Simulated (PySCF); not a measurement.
## Electronic structure of Ta (tantalum, neutral) at the UHF level

Configuration: [Xe] 4f14 5d3 6s2, high-spin 4F determinant. Calculation: PySCF 2.14, in aug-cc-pwCVQZ-PP with ECP60MDF; a scalar-relativistic core potential.

| Property | Result |
| --- | --- |
| Total energy | -56.746111 hartree |
| One-electron energy | -95.1741 hartree |
| Hartree (Coulomb) energy | 44.5350 hartree |
| Exchange energy | -6.1070 hartree |
| ⟨S²⟩ | 3.7795 |
| ⟨L²⟩ | 12.047 |
| Sum of ⟨r⟩ | 23.85 bohr |
| Sum of ⟨r²⟩ | 60.57 bohr² |
| Time after the integrals | 12 s of wall time on 2 threads of Neoverse-N1 (shared host) |

```csv
shell,electrons,mean orbital energy (hartree),"rms radius, mean of both spins (bohr)"
5s α,1,-3.21138,1.19
5s β,1,-3.11313,1.19
5p α,3,-1.82846,1.40
5p β,3,-1.67302,1.40
5d α,3,-0.32898,2.32
6s α,1,-0.28429,3.85
6s β,1,-0.21799,3.85
```

Energies and moments cover only the electrons outside the core potential. Spin-orbit coupling, absent here, splits the open shell strongly.
